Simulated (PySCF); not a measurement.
trimethylgallium (C3H9Ga), SMILES [CH3][Ga]([CH3])[CH3].

Geometry: PBE0-D3(BJ)/def2-SVP.

The numbers are results of IEF-PCM-PBE0/def2-SVP (PySCF 2.14.0), not measurements.

The values are the electrostatic part of the solvation free energy, E(continuum) − E(gas) at the gas-phase geometry, in a cavity of scaled van der Waals radii (PySCF's table); cavitation and dispersion terms are not included. A continuum can't describe solvent molecules that bind to the metal. In vacuum the orbital gap is 6.95 eV. The dipole moment in vacuum is 0.00 D.

Task: Estimate the values in water (ε = 78.36), 1-octanol (ε = 9.86), N,N-dimethylformamide (ε = 37.22). (Estimate from the structure and the level; the computed values follow.)

Result: 
```csv
solvent,ε,ΔG(elec) (kcal/mol),dipole (D),gap (eV)
water,78.36,-1.6,0.00,7.16
1-octanol,9.86,-1.4,0.00,7.12
"N,N-dimethylformamide",37.22,-1.6,0.00,7.15
```
